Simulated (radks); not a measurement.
Q: The chromium ion Cr11+ is in [Ne] 3s2 3p1. Method: non-relativistic Kohn-Sham, PBE, spin-polarised, spherical densities, point nucleus; computed with a radial shooting solver on a logarithmic mesh with Libxc functionals. Open shells are filled with parallel spins first. One electron is removed from 2p, 2s, 3p, 3s in turn, with full relaxation. Which removal costs least, and what does each cost?

A: 3p 296.67 eV; 3s 321.38 eV; 2p 888.80 eV; 2s 980.69 eV. The 3p electron leaves first.
